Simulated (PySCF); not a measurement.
# Checking a proposed structure

A compound C₆H₈N₂ gives the data below (simulated from a calculation) and was assigned the structure `CNc1ccncc1`.

¹³C{¹H} NMR (computed): δ 164.3 (C), 149.9 (CH), 149.5 (CH), 148.2 (CH), 31.6 (CH2), 16.3 (CH3).

¹H NMR (400 MHz, computed): δ 8.56 (dd, J = 2.8, 1.7 Hz, 1H), 8.50 (d, J = 1.7 Hz, 1H), 8.47 (d, J = 2.8 Hz, 1H), 2.62 (q, J = 8.5 Hz, 2H), 1.40 (t, J = 8.5 Hz, 3H).

PySCF 2.14 calculation with B3LYP/pcJ-1 coupling constants (spin–dipole term only in couplings to heteroatoms), geometry: PBE0-D3(BJ)/def2-SVP and shieldings: GIAO PBE0/pcSseg-1; single conformer, non-relativistic, no solvent model, averaged over atoms made equivalent by symmetry, fast rotation or ring inversion.

Chemical shifts δ = σref − σ; TMS for ¹H, ¹³C, all at this level.

(1) Compare with the shifts computed for the proposed structure, pairing carbons in order of shift.

(2) Which isomer fits?

## Answers

(1) Numbering as in the mapped SMILES `[CH3:1][NH:2][c:3]1[cH:4][cH:5][n:6][cH:7][cH:8]1`. Hydrogens are named by the atom that carries them.

| atom | computed for proposal | given list | difference |
| --- | --- | --- | --- |
| C5 | 155.9 | 164.3 | -8.4 |
| C7 | 155.9 | 149.9 | +6.0 |
| C3 | 155.8 | 149.5 | +6.3 |
| C4 | 109.3 | 148.2 | -38.9 |
| C8 | 109.3 | 31.6 | +77.7 |
| C1 | 29.1 | 16.3 | +12.8 |

The rms difference is 36.2 ppm and the largest +77.7 ppm at C8 (aromatic CH). The proposal also would give 4 carbon signals, not 6. The carbon types in order of shift don't match either: CH, CH, C, CH, CH, CH3 for the proposal against C, CH, CH, CH, CH2, CH3 in the data. The proposal doesn't fit.

(2) SMILES C1=NC=CN=C1CC.

1. Carbon types of the structure: 1 × C, 3 × CH, 1 × CH2, 1 × CH3, which accounts for all hydrogens.
2. δC 164.3: substituted aromatic carbon next to a ring nitrogen.
3. δC 149.9, 149.5, 148.2: aromatic CH next to a ring nitrogen; the adjacent pyridine-type nitrogen withdraws density from it.
4. δC 16.3: methyl carbon; saturated and bonded to C and H only.
5. δH 8.56, 8.50, 8.47: hydrogen on an aromatic CH next to a ring nitrogen; ring current plus the neighbouring ring nitrogen.
6. The protons at 1.40 and 2.62 share a coupling of 8.5 Hz (vicinal).

Other isomers checked: NCc1ccncc1 (rms 42.7 ppm).

The data come from this structure; uniqueness wasn't tested.

Multiplet labels drop couplings under 1 Hz and merge nearly equal ones. Unscaled 3J(H,H) at this level run about 10 % above measured values. Shifts are as computed. Against solution values, carbons near 30 ppm lie about +2 ppm off and those near 130 ppm about +5 ppm. Of 1211 compounds with measured shifts, 218 miss one by over three times the rms of a fit or turn the order of signals round; such compounds aren't used in these exercises.
